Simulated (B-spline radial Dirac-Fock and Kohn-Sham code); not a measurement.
## Dipole and non-dipole photoemission parameters of Cd²⁺ 3d3/2

System: Cd²⁺, 1s2 2s2 2p6 3s2 3p6 3d10 4s2 4p6 4d10; threshold 439.4 eV (orbital energy of the model). Calculated with a radial atomic solver, using Dirac-Hartree-Slater photoionisation with a Latter tail; cross sections with all multipoles, angular parameters from the dipole term and its interference with E2.

Input of the calculation (task.json; shells as n, l, electrons):

```json
{"items": [{
  "Z": 48,
  "q": 2,
  "cfg": [[1, 0, 2], [2, 0, 2], [2, 1, 6], [3, 0, 2], [3, 1, 6], [3, 2, 10], [4, 0, 2], [4, 1, 6], [4, 2, 10]],
  "A": 114,
  "rrms": 4.6087,
  "do": "xps",
  "hv": [84.7, 88.2, 97.3, 121.0, 124.0, 175.0, 184.0, 189.0, 200, 259.0, 263.0, 306.0, 526.0, 713.0, 800, 903.0, 1000, 2000, 2050.0, 3750.0, 4000, 4140.0, 4840.0, 6000, 8047.8, 8330.0, 8770.0, 8900.0, 9350.0, 15000]
}]}
```

Launch: `python xray2_run.py task.json out`

For linearly polarised light dσ/dΩ = σ/(4π) [1 + β P₂(cos θ) + (δ + γ cos²θ) sin θ cos φ], with θ from the polarisation vector and φ the angle between the beam and the projection of the electron momentum on the plane normal to the polarisation.

```csv
hν (eV),σ (kb),β,γ,δ
526,1370,0.378,-0.039,0.002
713,755,0.835,-0.059,0.018
800,581,0.959,-0.040,0.024
903,435,1.056,-0.006,0.031
1000,335,1.118,0.031,0.036
2000,46.6,1.231,0.426,0.072
2050,43.2,1.228,0.443,0.073
3750,6.06,1.080,0.880,0.129
4000,4.85,1.058,0.927,0.137
4140,4.31,1.046,0.952,0.142
4840,2.50,0.989,1.064,0.166
6000,1.16,0.905,1.213,0.205
8047.8,0.389,0.788,1.399,0.273
8330,0.342,0.774,1.419,0.282
8770,?,?,?,?
8900,0.266,0.748,1.457,0.300
9350,0.220,0.728,1.484,0.315
15000,0.0344,0.545,1.700,0.483
```

Problem. Give the values at 8770 eV.

Solution. σ = 0.281 kb, β = 0.754, γ = 1.448, δ = 0.296.
